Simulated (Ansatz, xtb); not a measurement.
## Relative energy of two isomers of C6H7Br

Structure I is `C=C/C=C(\Br)C=C`, a singlet and structure II is `C=C/C=C\C=C\Br`, a singlet. Both are isolated molecules in the gas phase, relaxed with B3LYP/def2-SVP; the shapes shown needn't be the lowest conformers.

I (Å):

| atom | x (Å) | y (Å) | z (Å) |
| --- | --- | --- | --- |
| C | 0.1599 | -1.4766 | 2.6794 |
| C | -0.1704 | -0.1860 | 2.4845 |
| C | 0.4855 | 0.6698 | 1.5178 |
| C | 0.2391 | 1.9746 | 1.2369 |
| C | 0.9869 | 2.7148 | 0.2279 |
| C | 0.8383 | 3.9979 | -0.1382 |
| Br | -1.1372 | 2.9255 | 2.1777 |
| H | -0.3589 | -2.0906 | 3.4192 |
| H | 0.9584 | -1.9577 | 2.1055 |
| H | -0.9743 | 0.2601 | 3.0774 |
| H | 1.2895 | 0.2100 | 0.9303 |
| H | 1.7554 | 2.1094 | -0.2679 |
| H | 0.0892 | 4.6458 | 0.3222 |
| H | 1.4725 | 4.4291 | -0.9161 |

II (Å):

```xyz
14

C     0.0557   -0.8782    3.3077
C     0.2035    0.2333    2.5634
C     0.3616    0.2229    1.1194
C     0.5156    1.2985    0.3029
C     0.5546    2.6919    0.7061
C     0.7114    3.6956   -0.1758
Br    0.7662    5.5196    0.3181
H    -0.0606   -0.8287    4.3930
H     0.0466   -1.8730    2.8506
H     0.2055    1.2039    3.0707
H     0.3541   -0.7672    0.6499
H     0.6222    1.1082   -0.7706
H     0.4527    2.9366    1.7670
H     0.8201    3.5395   -1.2514
```

Quicker runs give these differences E(II) − E(I): GFN2-xTB +0.3 kcal/mol; HF/STO-3G −0.4 kcal/mol (at GFN2-xTB geometries); r2SCAN-D4/def2-SVP +1.1 kcal/mol (at GFN2-xTB geometries).

**Question.** Estimate E(II) − E(I) at the level CCSD(T)/def2-SVP + ΔMP2/def2-TZVPP.

**Answer.** Calculated at CCSD(T)/def2-SVP + ΔMP2/def2-TZVPP: E(II) − E(I) = +2.0 kcal/mol, so structure I lies lower.

The same difference at several levels:

| level | geometry | E(II) − E(I) (kcal/mol) | departure from the last row (kcal/mol) | job, with rough time for the two |
| --- | --- | --- | --- | --- |
| GFN2-xTB | GFN2-xTB | +0.3 | −1.7 | optimisation, 0.15 s |
| HF/STO-3G | GFN2-xTB | −0.4 | −2.4 | single point, 0.58 s |
| r2SCAN-D4/def2-SVP | GFN2-xTB | +1.1 | −0.9 | single point, 4.7 s |
| B3LYP/def2-SVP | B3LYP/def2-SVP | −0.1 | −2.2 | optimisation, 43 s |
| HF/def2-SVP | B3LYP/def2-SVP | −0.4 | −2.4 | part of the CCSD(T) run |
| MP2/def2-SVP | B3LYP/def2-SVP | +2.1 | +0.1 | part of the CCSD(T) run |
| CCSD(T)/def2-SVP | B3LYP/def2-SVP | +1.5 | −0.5 | single point |
| CCSD(T)/def2-SVP + ΔMP2/def2-TZVPP | B3LYP/def2-SVP | +2.0 |  | single point, 79 s |

As drawn, both hold the same kinds of bond in the same numbers.

GFN2-xTB, HF/STO-3G, B3LYP/def2-SVP, HF/def2-SVP find them nearly level. The largest departure from CCSD(T)/def2-SVP + ΔMP2/def2-TZVPP is that of HF/def2-SVP, 2.4 kcal/mol. The last row adds to CCSD(T) the change of the MP2 difference between the two basis sets, here +0.5 kcal/mol.

With thermal terms from frequencies at re-optimised GFN2-xTB minima (ideal gas, soft modes damped towards free rotors, one conformer each, 298.15 K, 1 atm): on the last row, ΔE + ΔZPE = +2.2, ΔH = +2.2, ΔG = +1.8 kcal/mol.

The correlated steps freeze 15 core orbitals; the filled d shell of Br is correlated, in a basis made for valence electrons. Codes used: Ansatz 0.2.0, xtb 6.7.1; the last row on 2 threads of Intel(R) Xeon(R) 6975P-C (Granite Rapids) on a shared host.
